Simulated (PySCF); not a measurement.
BaF2, triplet, at the geometry of the source list (a higher spin typed on purpose: for a closed-shell molecule this is an excited state) (core potentials on Ba). Base run: PySCF with DF-HF/def2-SVP.

PySCF was given this input:
```python
from pyscf import gto, scf

mol = gto.M(
    atom='''
Ba   -0.00000000   -0.00000000   -0.00000000
F    -0.26440000    1.57390000   -1.38310000
F     0.26440000   -1.57390000    1.38310000
''',
    basis='def2-svp',
    ecp={'Ba': 'def2-svp'},
    spin=2,
    verbose=4,
)

mf = scf.UHF(mol)
mf = mf.density_fit(auxbasis='def2-universal-jkfit')
mf.kernel()
mf.analyze()
```

The base run was repeated with changes; each row names its change, and settings that it needs were set with it.

| change | basis functions | E (Eh) | HOMO (eV) |
|---|---|---|---|
| base | 51 | -223.70192 | -4.22 |
| basis = LANL2DZ | 30 | -223.61549 | -2.76 |
| basis = def2-SV(P) | 58 | -223.71241 | -4.17 |
| basis = def2-SVPD | 72 | -223.72313 | -4.16 |
| basis = def2-TZVP | 102 | -223.99000 | -4.18 |
| basis = def2-TZVPP | 102 | -223.99000 | -4.18 |
| basis = def2-TZVPD | 120 | -223.99389 | -4.14 |
| basis = def2-QZVP | 158 | -224.00327 | -4.16 |
| basis = def2-QZVPP | 172 | -224.00519 | -4.14 |

Totals compare only among sets that treat the same electrons; sets with core potentials leave the core out.

Open shells are given as the SCF converged; they aren't shown to be the lowest states, and a large step between rows can be another state.
